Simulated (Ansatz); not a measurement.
Relaxation of AlCl$_{2}$HO (5 atoms, charge 0, multiplicity 1), to a largest force component of 0.02 eV/Å in at most 40 steps.

Theory: RKS PBE-D4/STO-3G in Ansatz 0.2.0.

```xyz
5
Properties=species:S:1:pos:R:3
Al 0.000 0.000 0.000
Cl 0.000 0.000 2.230
Cl 1.931 0.000 -1.115
O -1.542 0.000 -0.890
H -2.051 -0.847 -0.681
```

Question: Where does it end, and by what steps?

Answer: The forces met the threshold. Limits of this set-up: minimal basis. After 6 steps the energy has fallen by 0.758 eV; H5 moved furthest, 0.49 Å.

```
step  energy less start (eV)  largest force component (eV/Å)  accepted
   0                  0.0000                           2.317       yes
   1                 -0.5198                           1.597       yes
   2                 -0.5621                           2.315       yes
   3                 -0.7465                           0.252       yes
   4                 -0.7567                           0.233       yes
   5                 -0.7580                           0.027       yes
   6                 -0.7580                           0.005       yes
```

```xyz
5
Properties=species:S:1:pos:R:3
Al 0.034 -0.108 -0.058
Cl -0.087 -0.103 2.024
Cl 1.851 0.182 -1.018
O -1.339 -0.346 -1.034
H -2.120 -0.472 -0.370
```

Time of the run: 8.4 s on 1 thread of Arm Neoverse V2, on a shared host, peak memory 0.11 GiB.
